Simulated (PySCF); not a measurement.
C2H8BClSi, SMILES CB(C)[SiH2]Cl. The structure is a stationary point at PBE0-D3(BJ)/def2-SVP. This is a generated structure with no PubChem entry under its InChIKey; it may be hypothetical. The values are those of a single conformer.

Give the equilibrium geometry at PBE0-D3(BJ)/def2-SVP (PySCF confirms it by a frequency run) as Cartesian coordinates in Å. (Estimate from the structure and the level; the computed values follow.)

One answer among several that fit: 
```xyz
13

Si     0.8267    -0.3330    -0.4879
Cl     1.4463     1.5395     0.2062
B     -1.0850    -0.7310     0.0656
C     -1.9666     0.4048     0.6688
C     -1.6338    -2.1807    -0.1523
H      1.8003    -1.3430     0.0346
H      0.9665    -0.3191    -1.9794
H     -1.4087     1.1629     1.2384
H     -2.3571     0.9397    -0.2233
H     -2.8450     0.0578     1.2349
H     -2.7261    -2.2241    -0.2894
H     -1.4274    -2.6923     0.8111
H     -1.1354    -2.7805    -0.9287
```
